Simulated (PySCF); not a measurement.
# NMR problem set

[PySCF 2.14.0 with density-fitted response routines: GFN2-xTB structure; NMR shieldings at PBE0/pcSseg-1/GIAO; relativity neglected; fast rotation and ring inversion assumed for equivalent nuclei; no solvent; single conformer]

Referencing at the same level of theory: TMS for 1H (31.72 ppm), 13C (186.93 ppm). Splittings of carbon signals by F and P are missing where no couplings were computed. Where no couplings were computed, multiplicities follow the n + 1 count of equivalent neighbours, and m marks all less simple cases (inequivalent or close neighbours, rings, F or P nearby). Shifts are as computed. Against solution values, carbons near 30 ppm lie about +3 ppm off and those near 130 ppm about +5 ppm. Of 1211 compounds with measured shifts, 218 miss one by over three times the rms of a fit or turn the order of signals round; such compounds aren't used in these exercises.

Problem. C$_{7}$H$_{13}$P. 1H NMR (300 MHz, computed): δ 2.69 (m, 1H), 1.84 (m, 2H), 1.77 (m, 2H), 1.73 (m, 2H), 1.62 (m, 2H), 1.34 (m, 2H), 1.31 (m, 2H). 13C{1H} NMR (computed): δ 45.1 (CH), 38.6 (CH2), 32.5 (CH2), 29.6 (CH2). What is it?

Solution. `InChI=1S/C7H13P/c1-3-7-4-2-6-8(7)5-1/h7H,1-6H2`. 4 carbon signals for 7 carbons: some carbons are equivalent by symmetry or fast rotation. Carbon types of the structure: 1 × CH, 6 × CH2, which accounts for all hydrogens. δC 38.6, 29.6: sp3 CH2 in a ring; saturated and bonded to C and H only. δC 32.5: sp3 CH2 bonded to P. δH 2.69: hydrogen on an sp3 CH bonded to P. δH 1.77, 1.31: hydrogen on an sp3 CH2 bonded to P.

This is the structure that produced the data.

Problem. CH$_{6}$F$_{3}$P$_{3}$Si$_{2}$. 1H NMR (400 MHz, computed): δ 4.02 (m, 6H). 13C{1H} NMR (computed): δ 139.6 (C). What is it?

Solution. `InChI=1S/CH6F3P3Si2/c2-1(3,4)5-6(8)7(5)9/h8-9H3`. Carbon types of the structure: 1 × C, leaving 6 H on heteroatoms. δC 139.6: CF3 carbon; 3 electronegative neighbours deshield it. δH 4.02: hydrogen on a silicon bonded to P.

The data come from this structure; uniqueness wasn't tested.
